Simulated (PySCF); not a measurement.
Rows and methods have been separated. Pair them.

Compound: [GeH3]- (charge -1).
Hydrogens: H2, H3, H4 on Ge1.

The closed-shell ground state was solved 3 times with PySCF (density fitting, gas phase), always in the pcSseg-1 (pcSseg-2 on Ge) basis (78 functions), with these functionals: B3LYP, PBE and PBE0. Isolated species at its PBE0-D3(BJ)/def2-SVP geometry, gas phase. The geometry's basis has no diffuse functions, a weakness for an anion. Relativistic effects, spin–orbit coupling among them, are left out although an element past zinc is present. Where the HOMO energy is positive, the finite basis confines the outermost electrons. No diffuse functions stand in pcSseg-1 (pcSseg-2 on Ge), which bears on an anion's orbital energies.

| row | total energy (Eh) | HOMO (eV) | LUMO (eV) |
| --- | --- | --- | --- |
| P | -2078.8995 | 0.18 | 6.03 |
| Q | -2078.5695 | 0.02 | 6.23 |
| R | -2078.5223 | 0.95 | 5.58 |

Task: Which functional belongs to which row?

Result: P = B3LYP, Q = PBE0, R = PBE. By rising HOMO–LUMO gap: PBE (GGA) 4.63 eV; B3LYP (global hybrid, 20 % exact exchange) 5.85 eV; PBE0 (global hybrid, 25 % exact exchange) 6.21 eV. Total energies of different functionals aren't bounds to one another; each is stationary for its own functional.
